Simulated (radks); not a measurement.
Spherical quantum dot in the effective-mass picture: electrons in a hard-walled sphere of radius 1.53, with a point charge +1 (a donor) at the centre, all in effective atomic units (hartree* = m*/eps^2 hartree, bohr* = eps/m* bohr), one dielectric constant everywhere. Calculated with a radial shooting solver with Libxc functionals: non-relativistic Kohn-Sham, PBEsol, spin-polarised, spherical densities. Levels are named by radial order and angular momentum (1s, 1p, 1d, 2s, ...), and open shells are averaged over m.

N = 24, configuration 1s2 1p6 1d10 2s2 1f(up 4, down 0). This is the lowest configuration that the search found. Occupied and some empty levels:

| level | occupation | eigenvalue (hartree*) | <r> (bohr*) |
|---|---|---|---|
| 1s up | 1 | 22.267 | 0.9015 |
| 1s down | 1 | 22.371 | 0.8961 |
| 1p up | 3 | 23.821 | 0.9986 |
| 1p down | 3 | 23.946 | 0.9964 |
| 1d up | 5 | 26.080 | 1.055 |
| 1d down | 5 | 26.216 | 1.054 |
| 2s up | 1 | 28.259 | 0.6895 |
| 2s down | 1 | 28.315 | 0.6923 |
| 1f up | 4 | 28.999 | 1.097 |
| 1f down | 0 | 29.143 | 1.096 |
| 1g up | 0 | 32.532 | 1.129 |
| 1g down | 0 | 32.680 | 1.129 |
| 2p up | 0 | 32.760 | 0.7998 |
| 2p down | 0 | 32.827 | 0.7999 |
| 2d up | 0 | 37.519 | 0.8708 |
| 2d down | 0 | 37.600 | 0.8703 |

Energy (hartree*): total 371.411, kinetic 165.60, external -27.243, Hartree 258.46, exchange-correlation -25.408.

Electron density:

| r (bohr*) | n(r) (e/bohr*^3) |
|---|---|
| 0.118 | 4.475 |
| 0.232 | 3.379 |
| 0.346 | 2.524 |
| 0.461 | 1.984 |
| 0.575 | 1.809 |
| 0.690 | 1.987 |
| 0.804 | 2.405 |
| 0.918 | 2.826 |
| 1.03 | 2.942 |
| 1.15 | 2.523 |
| 1.26 | 1.601 |
| 1.38 | 0.5999 |
| 1.49 | 0.04041 |
